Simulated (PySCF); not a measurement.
ORD: `C[C@@H]1OC(=O)OC[C@@H]1F`, C5H7FO3

Geometry:
| atom | x (Å) | y (Å) | z (Å) |
| --- | --- | --- | --- |
| C1 | -1.308 | -1.144 | 0.119 |
| C2 | -0.424 | -0.355 | -0.843 |
| O3 | 0.869 | -0.945 | -0.954 |
| C4 | 1.831 | -0.694 | -0.056 |
| O5 | 2.846 | -1.315 | -0.072 |
| O6 | 1.662 | 0.281 | 0.849 |
| C7 | 0.534 | 1.141 | 0.883 |
| C8 | -0.235 | 1.111 | -0.433 |
| F9 | -1.448 | 1.729 | -0.272 |
| H10 | -0.817 | -1.285 | 1.079 |
| H11 | -1.513 | -2.123 | -0.303 |
| H12 | -2.246 | -0.616 | 0.267 |
| H13 | -0.845 | -0.408 | -1.853 |
| H14 | 0.915 | 2.142 | 1.102 |
| H15 | -0.131 | 0.834 | 1.700 |
| H16 | 0.301 | 1.655 | -1.222 |

Computed, not measured: TDDFT BHandHLYP/def2-SVPD circular dichroism and optical rotation, one conformer, gas phase in PySCF. Geometry: GFN2-xTB.

Stereocentres: C2 S, C8 S.

Task: What is the specific rotation at 633, 589.3, 546, 436, 405, 365, 355 nm?

Result: [α] in deg dm⁻¹ (g/mL)⁻¹:
```
λ (nm)  origin-invariant length gauge  modified velocity gauge  length gauge (centre of mass)  isotropic polarisability (au)
   633                           -9.7                     -5.6                           -9.3                           66.5
 589.3                          -11.1                     -6.3                          -10.7                           66.7
   546                          -12.9                     -7.2                          -12.4                           66.9
   436                          -19.6                    -10.3                          -18.8                           67.7
   405                          -22.4                    -11.4                          -21.4                           68.1
   365                          -26.9                    -12.7                          -25.6                           68.7
   355                          -28.1                    -13.0                          -26.8                           68.9
```

Task: And for the mirror image at 589.3 nm?

Result: +11.1 deg dm⁻¹ (g/mL)⁻¹ (origin-invariant length gauge): the same size and the opposite sign.

Task: What is the molar rotation [Φ] = [α]·M/100 of the geometry above at 589.3 nm?

Result: With M = 134.11 g/mol, -14.9 deg cm² dmol⁻¹ (origin-invariant length gauge).

The first excitation lies at 7.11 eV (174 nm) with R = -2.8 × 10⁻⁴⁰ esu² cm² (velocity form).
